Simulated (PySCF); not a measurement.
C6H7, SMILES [C]1=CCCC=C1 (connectivity only; charge and spin as stated), charge +1, multiplicity 1. Coordinates come from a ωB97X-D3(BJ)/def2-SVP optimisation. The spin state was assumed, not searched. The isomer is the one that the SMILES or the coordinates give; other isomers of the formula were not compared. The values are those of a single conformer.

Method: PySCF with ωB97X-D3(BJ)/def2-SVP.

Harmonic wavenumbers (cm⁻¹): 211, 235, 291, 529, 567, 658, 768, 793, 848, 874, 919, 945, 1015, 1025, 1058, 1143, 1166, 1195, 1241, 1312, 1359, 1392, 1435, 1452, 1554, 1873, 3055, 3117, 3166, 3188, 3203, 3246, 3258. Rotational constants (GHz): 5.869, 4.842, 2.881; symmetry number 1.

Work out the zero-point energy and the ideal-gas rigid-rotor harmonic-oscillator thermochemistry at 298.15 K and 1 atm.

ZPE = ½ Σ hcν = ½ × 48092 cm⁻¹ = 287.65 kJ/mol. H − E(el) = 304.39 kJ/mol. Entropy in J/(mol K): translation 163.26, rotation 107.85, vibration 34.93, total 306.04. G − E(el) = 213.15 kJ/mol. Cp = 93.61 J/(mol K).
